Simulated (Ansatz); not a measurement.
Kohn–Sham single points on C2H8O2Si (`CC(O)[SiH2]O`).

```yaml
crystal:
  periodic: [false, false, false]
  atoms:
    - {symbol: C, position_ang: [-0.989372, 0.568374, 1.101212]}
    - {symbol: C, position_ang: [0.243315, -0.182011, 0.647961]}
    - {symbol: O, position_ang: [1.327269, 0.767951, 0.605306]}
    - {symbol: Si, position_ang: [0.099538, -0.880692, -1.104401]}
    - {symbol: O, position_ang: [-0.122478, 0.371040, -2.152051]}
    - {symbol: H, position_ang: [-0.814806, 1.038937, 2.072049]}
    - {symbol: H, position_ang: [-1.839127, -0.112128, 1.192453]}
    - {symbol: H, position_ang: [-1.257591, 1.350747, 0.387332]}
    - {symbol: H, position_ang: [0.468120, -0.971901, 1.378559]}
    - {symbol: H, position_ang: [2.153917, 0.282786, 0.534937]}
    - {symbol: H, position_ang: [-1.046978, -1.804901, -1.294380]}
    - {symbol: H, position_ang: [1.376762, -1.603936, -1.385818]}
    - {symbol: H, position_ang: [0.421831, 1.140935, -1.968262]}
basis:
  gaussian: {orbitals: def2-TZVPP}
hamiltonian: {xc: {name: r2SCAN0}, dispersion: d4}
output: {orbitals: {seedname: orbitals}}
```

```sh
$ ansatz run in.yaml --threads 4 --pin off --events-out ev --progress --plain --max-ram 10444MiB
```

It prints (some lines left out):

```
Functional definition: r2SCAN0
1425 factors; their error is unknown
mean field evaluation 1: about -14165.6436 eV, gradient 7.2e1 eV
mean field evaluation 2: about -14158.3887 eV, gradient 9.5e1 eV
mean field evaluation 4: about -14175.1661 eV, gradient 3.9e0 eV
mean field evaluation 8: about -14175.2001 eV, gradient 7.7e-2 eV
mean field evaluation 16: about -14175.2153 eV, gradient 6.9e-5 eV
mean field -14175.21529512 eV, -520.9295537896 hartree, gradient 1.2e-5 eV, S^2 0.000000; 0 other end points of the search recorded, 0 dependent functions left out
reference -14175.21530541 eV, -520.9295541677 hartree; 25, 25 occupied and 253, 253 virtual orbitals, 1425 factors
Total energy: -14175.29041148 eV, -520.9323142649 hartree
```

Hardware: 4 threads of an Arm Neoverse V1 on a shared host. Wall time 5.5 s, peak host memory 0.7 GiB.

With the line `hamiltonian: {xc: {name: r2SCANh}, dispersion: d4}` (abridged; 6 s):

```
Functional definition: r2SCANh
mean field evaluation 16: about -14175.7324 eV, gradient 2.5e-4 eV
mean field -14175.73237545 eV, -520.9485561412 hartree, gradient 1.8e-5 eV, S^2 0.000000
Total energy: -14175.80063488 eV, -520.9510646291 hartree
```

Changing it to `hamiltonian: {xc: {name: PBE-QIDH}}` (abridged; 7 s):

```
Functional definition: PBE-QIDH
mean field evaluation 16: about -14156.9745 eV, gradient 2.1e-4 eV
mean field -14156.97446113 eV, -520.2592155045 hartree, gradient 3.6e-6 eV, S^2 0.000000
9 core orbitals not correlated: weight in the atoms' cores, before any rotation towards them, 1.000 or more for the frozen orbitals, at most 0.000 for the correlated occupied ones
second order -29.25603360 eV of doubles, -0.00000000 eV of singles
Total energy: -14166.72648576 eV, -520.6175957996 hartree
```

Changing it to `hamiltonian: {xc: hse06, dispersion: d4}` (abridged; 3.7 s):

```
Functional definition: HSE06
mean field evaluation 16: about -14169.2717 eV, gradient 1.1e-4 eV
mean field -14169.27167465 eV, -520.7111297663 hartree, gradient 3.0e-5 eV, S^2 0.000000
Total energy: -14169.47291135 eV, -520.7185250784 hartree
```

With the line `hamiltonian: {xc: lda}` (abridged; 1.4 s):

```
Functional definition: SPW92
mean field evaluation 16: about -14098.3974 eV, gradient 2.0e-4 eV
mean field -14098.39744373 eV, -518.1065498202 hartree, gradient 5.5e-5 eV, S^2 0.000000
Total energy: -14098.39748593 eV, -518.1065513709 hartree
```

The same input with `hamiltonian: {xc: {name: B3LYP}, dispersion: d4}` and forces (abridged; 5.5 s):

```
Functional definition: B3LYP
mean field evaluation 16: about -14180.9816 eV, gradient 4.9e-4 eV
mean field -14180.98157370 eV, -521.1414606189 hartree, gradient 1.6e-5 eV, S^2 0.000000
Total energy: -14181.39476537 eV, -521.1566451327 hartree
Atom 0 force    -0.183994     0.114492     0.085606 eV/Å
Atom 1 force    -0.164059    -0.332357     0.028530 eV/Å
Atom 2 force     0.283939     0.182873     0.010601 eV/Å
Atom 3 force     0.006967    -0.290882    -0.035636 eV/Å
Atom 4 force     0.013177     0.093078    -0.043380 eV/Å
Atom 5 force    -0.024535    -0.018126    -0.044961 eV/Å
Atom 6 force     0.033043     0.040687     0.002119 eV/Å
Atom 7 force     0.004870    -0.034222     0.049098 eV/Å
Atom 8 force    -0.002919     0.051178    -0.035991 eV/Å
Atom 9 force     0.057766     0.045297     0.007560 eV/Å
Atom 10 force     0.068593     0.056298     0.015777 eV/Å
Atom 11 force    -0.080083     0.037976     0.016903 eV/Å
Atom 12 force    -0.012766     0.053706    -0.056226 eV/Å
Dipole moment:     0.198347    -0.120443     0.260028 e Å
```

HSE06 is the plane-wave form, built on full-range PBE exchange.

B3LYP takes the VWN-RPA correlation (the form of Gaussian; ORCA's B3LYP/G).
